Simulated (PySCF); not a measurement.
Computed properties of GaHCl2, SMILES [Cl][GaH][Cl]

GaHCl2, SMILES [Cl][GaH][Cl]. The structure is a stationary point at ωB97X-D3(BJ)/def2-TZVP. The values are those of a single conformer. All values are computed for the isolated molecule unless a solvent is named; none is compared with measurement here.

**Structure.** The optimised structure has C2v symmetry. All 6 harmonic modes at ωB97X-D3(BJ)/def2-TZVP (PySCF) are real, so it is a minimum. With heavy atoms numbered as in [GaH:1]([Cl:3])[Cl:4], the shortest bond between them is Ga1–Cl3 at 2.124 Å and the longest Ga1–Cl4 at 2.124 Å.

**Vibrations.** The strongest infrared lines (harmonic, unscaled, degenerate partners summed) lie at 455 cm⁻¹ (129 km/mol, Cl 56 %, Ga 43 %), 2101 cm⁻¹ (96 km/mol, H 99 %), 619 cm⁻¹ (86 km/mol, H 97 %). The softest mode is at 137 cm⁻¹ and the zero-point energy is 6.0 kcal/mol.

**Electronic structure.** ωB97X/def2-TZVPD (PySCF) places the frontier levels at -11.62 and 0.10 eV, a gap of 11.72 eV, and gives a dipole moment of 1.79 D and a mean polarisability of 55.1 bohr³.

**Excitations.** TDA-B3LYP/def2-SVPD (PySCF) has S1 at 5.76 eV (215 nm, f = 0.000, dark); the most intense of the 10 singlets computed lies at 6.62 eV (f = 0.09). T1 (TDA) is at 5.58 eV, 0.18 eV under S1. No vertical singlet excitation falls in the visible range (under 3.1 eV).

**NMR.** GIAO shifts at PBE0/pcSseg-2 (PySCF) (non-relativistic, atoms alike by connectivity averaged): ¹H at 6.4 ppm against TMS. Without spin–orbit terms, shifts of atoms bonded to Cl or Br come out too high.
